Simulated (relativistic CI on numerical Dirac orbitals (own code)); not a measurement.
Radial Dirac CI calculation of N I.

Command:

```sh
python run_levels.py task.json out
```

Input:

```
atom N  Z=7  charge=0  electrons=7
nucleus A=14  rms_radius_fm=2.5582
hamiltonian dirac-coulomb  breit=on  qed=on  c_scale=1
orbitals kli  potential=per-configuration
slater_scale 1
correlation none
mixing on
grid step=0.0125 r_max=62.6
scf mixing=0.4 start=green max_iterations=63 tolerance=0.01 node_fill=0.05
configurations
  [He] 2s2 2p3
  [He] 2s 2p4
end
```

Output:

```
SCF 1: [He] 2s2 2p3
 iter      energy (Ha)   residual   last orbital (Ha)
    1       -54.277277   1.89e-01     -0.53835
    2       -54.320809   6.88e-02     -0.49084
    3       -54.325298   1.44e-02     -0.48697
    4       -54.325845   8.18e-04     -0.50367
SCF 2: [He] 2s 2p4
 iter      energy (Ha)   residual   last orbital (Ha)
    1       -53.787439   2.08e-01     -0.53835
    2       -53.841639   7.00e-02     -0.47659
    3       -53.845795   1.62e-02     -0.47119
    4       -53.846374   8.76e-04     -0.48468
orbital energies (Ha): 1s -14.4346  2s -0.9334  2p1/2 -0.5044  2p3/2 -0.5037
configuration averages (Ha): Dirac-Coulomb, Breit, QED
  2s2 2p3                        -54.325845    0.004701    0.002930
  2s 2p4                         -53.846374    0.004654    0.002853
levels: no., configuration, term, J, E (cm-1), weight
   1 2s2 2p3                4S*  3/2              0.0  1.00
   2 2s2 2p3                2D*  5/2          22410.5  1.00
   3 2s2 2p3                2D*  3/2          22420.1  1.00
   4 2s2 2p3                2P*  1/2          37366.1  1.00
   5 2s2 2p3                2P*  3/2          37370.4  1.00
   6 2s 2p4                 4P   5/2          90564.0  1.00
   7 2s 2p4                 4P   3/2          90628.6  1.00
   8 2s 2p4                 4P   1/2          90660.5  1.00
   9 2s 2p4                 2D   3/2         135084.8  1.00
  10 2s 2p4                 2D   5/2         135088.3  1.00
  11 2s 2p4                 2S   1/2         157512.7  1.00
  12 2s 2p4                 2P   3/2         179213.7  1.00
  13 2s 2p4                 2P   1/2         179290.0  1.00
lowest total energy -54.420361 Ha
end: converged
```

Against the reference input this run has: SCF tolerance 0.01. The reference run ends at -54.420282 Ha with Breit and QED terms. The iteration limit was 63 against 150. This setting is bad on purpose; its numbers may not be properties of the ion.

With so few configurations and no correlation, terms lie too far apart (by 10 to 50 % or more near neutrality), their order can be wrong, and levels of other configurations are missing.
